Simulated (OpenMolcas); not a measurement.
**What dynamic correlation does to the levels of Ar⁶⁺**

```json
{
 "Program": "OpenMolcas",
 "Basis": "ANO-RCC-VQZP [6s5p3d2f1g]",
 "Scalar Hamiltonian": "DKH2, point nucleus",
 "Active space": "2 electrons in 9 orbitals (RAS2 3s 3p; RAS3 3d, at most 2 electrons)",
 "State averaging": "2S+1 = 3 even, 3 roots; 2S+1 = 1 even, 7 roots; 2S+1 = 3 odd, 3 roots; 2S+1 = 1 odd, 3 roots",
 "Spin-orbit coupling": "state interaction with AMFI integrals over the reference wave functions, term energies averaged over their components"
}
```

Methods on the same reference wave functions:
A. RASSCF
B. SS-RASPT2, IPEA 0.25 Eh, imaginary shift 0.1 Eh (closed shells correlated: 2s 2p)
C. MS-RASPT2, IPEA 0.25 Eh, imaginary shift 0.1 Eh (closed shells correlated: 2s 2p)

Energies in cm⁻¹ above 3s² ¹S₀, the measured ground level; measured values from Saloman, J. Phys. Chem. Ref. Data 39, 033101 (2010).

```tsv
Level	A	B	C	Measured
3s² ¹S₀	0.0	0.0	0.0	0.0
3s 3p ³P°₀	111720	112775	112794	113101
3s 3p ³P°₁	112456	113510	113530	113906
3s 3p ³P°₂	113982	115037	115056	115590
3s 3p ¹P°₁	173939	172554	172574	170722
3p² ¹D₂	267936	268882	268901	264749
3p² ³P₀	270169	270800	270819	269836
3p² ³P₁	270997	271634	271653	270777
3p² ³P₂	272695	273347	273366	272562
```

Deviations, from unrounded energies. A percentage is the sum of absolute deviations over the sum of measured energies, with the sign that they share, or ± where signs differ.

```csv
Against measurement,Levels,A,B,C
mean absolute deviation (cm-1),8,1400,1200,1200
other configurations (%),8,±0.7,±0.6,±0.6
```

B, C lie about equally close to measurement and A furthest from it. The largest miss of B in the table is 3p² ¹D₂, by +4100 cm-1. The ranking rests on the paired levels alone, and a cruder setting can come out closer through cancelling errors.

Between B and C the level of the table that moves most is 3p² ¹D₂, by 19 cm-1 (lowest in B, highest in C).

The lowest spin-free term lies below A's lowest term by 0.068 hartree in B, 0.068 hartree in C.

Active for correlation alone: 3d; no level in the range computed is led by a configuration that fills it, so any true level of that kind is missing. Some terms mix strongly with configurations of 3d, whose occupation reaches 0.17 (3p² ¹D). Computed and measured levels are paired by configuration, term and J; levels that our copy of the source lacks, or whose pairing is in doubt (as where it misses far off the trend of its configuration), stay unpaired and out of the deviations. Levels of configurations outside the active space are missing. The table leaves out levels that lie high or whose names do not pair safely across all columns.

° marks odd parity.
